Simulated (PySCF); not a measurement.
## Excitation energy of Cl by level of theory

Cl [Ne] 3s2 3p5 (2P) → Cl [Ne] 3s1 3p6 (2S), as a difference of total energies. All numbers are calculated (PySCF 2.14, scalar relativity by spin-free X2C-1e, in x2c-TZVPPall (5s5p3d1f, 42 functions)). Correlated levels: valence: [Ne] frozen; valence and next inner shell: 1s2 frozen. The calculations carry no spin-orbit coupling.

Question: Order these methods by the excitation energy they give, lowest first.
A. MP2 (valence and next inner shell)
B. B3LYP
C. MP2 (valence)
D. MN15

Answer: D (12.317 eV), B (12.796 eV), A (13.053 eV), C (13.165 eV).

Errors of the correlated levels include the incompleteness of this basis and the frozen core.

Every method misses the reference by a wide margin, which points to the basis or the choice of state and not to the methods.

For comparison: 10.586 eV (measured; NIST levels, between the centres of gravity of the two terms).
